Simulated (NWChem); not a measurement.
ZnHSeCl; SMILES [Cl][Zn][SeH]

```xyz
4

Zn     0.0113    -0.5362     0.0000
Cl     0.0087    -2.6448     0.0000
Se     0.0282     1.7437     0.0000
H     -1.4458     1.7632     0.0000
```
Atoms are numbered in this order, from 1.

Computed with NWChem. All runs use the structure optimised with PBE0/def2-SVP. Ions are spin-unrestricted doublets at the neutral geometry; other ion states weren't tried.

For level PBE0/def2-SVP:

* **vertical ionisation energy, ΔSCF (eV)**: 9.51
* **−ε(HOMO) (eV)**: 7.16

### Question
What are these values for level PBE/def2-SVP?

### Answer
| Property | Result |
|---|---|
| vertical ionisation energy, ΔSCF (eV) | 9.21 |
| −ε(HOMO) (eV) | 5.95 |
